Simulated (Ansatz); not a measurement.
BH5NPS2. Total charge 0; spin multiplicity 1. The bonds changed during the relaxation, so this is another structure than the one it started from.

```xyz
10

B     0.269   -1.154   -0.762
P     1.291    0.454   -0.749
N     1.232    0.957    0.825
S    -0.984    0.236   -1.413
S    -1.973    0.929    0.244
H    -0.092   -1.648    0.270
H     0.469   -1.852   -1.717
H     0.759    0.428    1.541
H     1.388    1.925    1.055
H    -2.358   -0.275    0.707
```

Problem. What are the harmonic wavenumbers in cm⁻¹ at PBE0-D4/def2-TZVP (Ansatz, finite differences of forces, unscaled)? (An estimate is asked.)

Solution. Computed: 123, 155, 226, 249, 257, 298, 446, 477, 520, 530, 648, 720, 780, 879, 905, 922, 970, 1113, 1592, 2539, 2627, 2686, 3576, 3690.

Problem. Is this a minimum?

Solution. Yes, all 24 modes are real.

Problem. Give the ideal-gas thermochemistry at 298.15 K and 1 bar (rigid rotor, harmonic oscillator; point group C1, symmetry number 1).

Solution. Zero-point energy 161.1 kJ/mol; H(298) − E = 183.3 kJ/mol; entropy 354.7 J/(mol·K), of which translation 169.1, rotation 116.1, vibration 69.5; G(298) − E = 77.6 kJ/mol.

Problem. And at 400, 500, 600, 800 and 1000 K?

Solution. 
```
T (K)  H − E (kJ/mol)  S (J/mol/K)  G − E (kJ/mol)
  400           196.5        392.6            39.5
  500           211.2        425.2            -1.4
  600           227.0        454.1           -45.4
  800           261.3        503.3          -141.3
 1000           298.1        544.3          -246.2
```

Problem. Rotational constants (cm⁻¹)?

Solution. 0.1278, 0.06498, 0.05051.
